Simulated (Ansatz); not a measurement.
All values below come from frozen-core CCSD(T)/cc-pVDZ // PBE0-D3(BJ)/def2-SVP run with Ansatz (a first-principles code). The restricted HF reference is unstable towards unrestricted orbitals.

Ansatz 0.2 input:
```yaml
crystal:
  periodic: [false, false, false]
  atoms:
    - { symbol: B, position_ang: [-2.870333, 0.909781, 0.117386] }
    - { symbol: C, position_ang: [-1.684327, -0.00676, 0.103403] }
    - { symbol: C, position_ang: [-1.771063, -1.431708, 0.199589] }
    - { symbol: O, position_ang: [-2.89977, -2.112031, 0.312102] }
    - { symbol: C, position_ang: [-0.503507, -2.025865, 0.15989] }
    - { symbol: C, position_ang: [0.444254, -0.999879, 0.036482] }
    - { symbol: C, position_ang: [1.833637, -1.191461, -0.036339] }
    - { symbol: C, position_ang: [2.841248, -0.248351, -0.158017] }
    - { symbol: C, position_ang: [2.739624, 1.1492, -0.240667] }
    - { symbol: C, position_ang: [1.600144, 1.940431, -0.22133] }
    - { symbol: C, position_ang: [0.255846, 1.555094, -0.114684] }
    - { symbol: C, position_ang: [-0.285144, 0.284604, -0.000737] }
    - { symbol: H, position_ang: [-2.788537, 2.113492, 0.0355] }
    - { symbol: H, position_ang: [-3.99196, 0.436305, 0.216156] }
    - { symbol: H, position_ang: [-3.625061, -1.466373, 0.315327] }
    - { symbol: H, position_ang: [-0.296018, -3.093011, 0.215233] }
    - { symbol: H, position_ang: [2.158893, -2.235894, 0.010185] }
    - { symbol: H, position_ang: [3.858972, -0.648227, -0.19484] }
    - { symbol: H, position_ang: [3.688937, 1.68529, -0.332804] }
    - { symbol: H, position_ang: [1.771298, 3.018176, -0.30031] }
    - { symbol: H, position_ang: [-0.477138, 2.367187, -0.121523] }
basis:
  gaussian: { orbitals: cc-pVDZ }
correlation:
  method: ccsd_t
```

Output:

```
Functional definition: HF
1970 factors; integrals over basis functions are off by at most 1.4e-3 eV
mean field evaluation 1: about -13149.2870 eV, gradient 4.2e1 eV
mean field evaluation 2: about -13149.8463 eV, gradient 4.2e1 eV
mean field evaluation 4: about -13155.4700 eV, gradient 5.6e0 eV
mean field evaluation 8: about -13155.5564 eV, gradient 3.2e-1 eV
mean field evaluation 16: about -13155.5575 eV, gradient 2.3e-6 eV
mean field -13155.55745806 eV, -483.4578194267 hartree, gradient 2.3e-6 eV, S^2 0.000000; 0 other end points of the search recorded, 0 dependent functions left out; unrestricted orbitals would lower it
12 core orbitals not correlated
reference -13155.55745806 eV, -483.4578194267 hartree; 29, 29 occupied and 172, 172 virtual orbitals, 1970 factors
second order -42.71926981 eV of doubles, -0.00000000 eV of singles
cycle   1  -42.56587889 eV  change    1.5e-1 eV  update   1.9e-1
cycle   2  -43.81403483 eV  change    -1.2e0 eV  update   6.8e-2
cycle   3  -44.15972076 eV  change   -3.5e-1 eV  update   3.3e-2
cycle   4  -44.19237755 eV  change   -3.3e-2 eV  update   1.1e-2
cycle   5  -44.18429281 eV  change    8.1e-3 eV  update   6.3e-3
cycle   6  -44.18522370 eV  change   -9.3e-4 eV  update   2.5e-3
cycle   7  -44.18516896 eV  change    5.5e-5 eV  update   1.1e-3
cycle   8  -44.18468405 eV  change    4.8e-4 eV  update   5.7e-4
cycle   9  -44.18474093 eV  change   -5.7e-5 eV  update   2.4e-4
cycle  10  -44.18495815 eV  change   -2.2e-4 eV  update   1.3e-4
cycle  11  -44.18475278 eV  change    2.1e-4 eV  update   6.7e-5
cycle  12  -44.18481494 eV  change   -6.2e-5 eV  update   4.1e-5
perturbative correction -2.08402682 eV, -0.0765865731 hartree
Total energy: -13201.82629982 eV, -485.1581679993 hartree
```

Cost: about 21 core-minutes (a rough figure).
